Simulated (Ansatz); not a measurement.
`OC([SiH3])S` + `[NH2][Sc]([OH])[OH]` → `[NH2][Sc]([OH])[O][SiH3]` + `OCS`  (ligand exchange at the Si–C bond)

Calculated with Ansatz (gas phase, PBE0-D4/def2-TZVP geometries, no zero-point term in ΔE). CCSD(T)/CBS adds triple-zeta CCSD(T) − MP2 to the extrapolated MP2 energy (def2 sets, frozen cores). Functionals use def2-TZVPP. For Sc outer-core shells are correlated without core-valence functions, which leaves a few kJ/mol of doubt a bond. Scalar relativity is left out up to krypton. One conformer a species, not always the lowest.

`OC([SiH3])S`:

Z-matrix (Å, degrees):
```
C
Si 1 1.905
S 1 1.793 2 107.2
O 1 1.419 2 112.4 3 120.8
H 1 1.097 2 109.0 3 -116.0
H 2 1.485 1 110.6 3 75.2
H 2 1.484 1 110.0 3 -47.3
H 2 1.490 1 106.7 3 -165.9
H 3 1.345 1 97.6 2 -162.5
H 4 0.963 1 108.2 2 56.1
```

`[NH2][Sc]([OH])[OH]`:

Cartesian coordinates in Å:
```
N 0.167 1.233 -1.087
Sc -0.034 -0.250 0.220
O 0.152 0.206 2.029
O -0.388 -1.946 -0.495
H 0.359 2.202 -0.867
H 0.096 1.156 -2.093
H 0.215 0.260 2.977
H -0.569 -2.861 -0.685
```

`[NH2][Sc]([OH])[O][SiH3]`:

```xyz
11

N     0.014   -2.052   -1.476
Sc   -0.808   -0.592   -0.421
O    -2.675   -0.540   -0.363
O     0.373    0.630    0.444
Si    1.311    1.708    1.215
H     1.005   -2.215   -1.602
H    -0.480   -2.773   -1.986
H    -3.595   -0.345   -0.213
H     1.790    1.156    2.514
H     0.562    2.966    1.496
H     2.503    2.057    0.392
```

`OCS`:

Cartesian coordinates in Å:
```
O 0.693 0.444 -0.931
C -0.354 0.013 -0.099
S 0.013 0.380 1.617
H 0.479 0.195 -1.836
H -1.289 0.550 -0.300
H -0.541 -1.060 -0.207
H 0.998 -0.522 1.756
```

```tsv
level	ΔE (kJ/mol)
PBE-QIDH	-132.3
HF/CBS(def2)	-166.0
```

Question: What does CCSD(T)/CBS give? (An estimate is asked.)

Answer: Ansatz gave: -132.0 kJ/mol. The listed levels differ from it by -0.3, -34.0 kJ/mol.

Largest T1 diagnostic among the species: 0.016.

From r2SCAN to r2SCAN0 (25 % exact exchange), in def2-TZVPP and without D4, ΔE moves by −4.3 kJ/mol. The D4 term adds +5.3 kJ/mol with B3LYP and +2.6 kJ/mol with PBE0; it sums over pairs of atoms, weighted by their polarisabilities, and B3LYP, whose exchange is more repulsive, gets the larger term.

B3LYP here is the variant with VWN-RPA as its local correlation; programs differ in this.
